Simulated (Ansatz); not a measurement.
Program: Ansatz. Geometries: PBE0-D4/def2-TZVP. ΔE: electronic, gas phase. CBS: MP2 limit from def2 TZ/QZ plus the TZ coupled-cluster correction, frozen cores. This one scheme is used for every species. Functionals use def2-TZVPP. def2 core potentials past Kr. For In outer-core shells are correlated without core-valence functions, which leaves a few kJ/mol of doubt a bond. Each species was taken in one conformer, which may not be the lowest.

`C[CH2][In]([NH2])[NH2]` + H₂ → `[CH3][In]([NH2])[NH2]` + CH₄  (hydrogenolysis of a C–C bond)

CCSD(T)/CBS gives -81.1 kJ/mol.

Problem. Another level gave -84.0 kJ/mol. Which?
A. r2SCAN0/def2-TZVPP
B. BHLYP/def2-TZVPP
C. revPBE-D4/def2-TZVPP
D. PBE0-D4/def2-TZVPP

Solution. D. PBE0-D4 -84.0, BHLYP -96.8, r2SCAN0 -89.0, revPBE-D4 -75.1 kJ/mol.

Largest T1 diagnostic among the species: 0.013.

From BLYP to BHLYP (50 % exact exchange), in def2-TZVPP and without D4, ΔE moves by −4.3 kJ/mol. The D4 term adds +8.5 kJ/mol with B3LYP and +4.8 kJ/mol with PBE0; it sums over pairs of atoms, weighted by their polarisabilities, and B3LYP, whose exchange is more repulsive, gets the larger term.

CCSD(T)/CBS has its own doubt, a few kJ/mol and more with outer-core shells, so smaller differences from it don't rank the levels.

B3LYP here is the variant with VWN-RPA as its local correlation; programs differ in this.
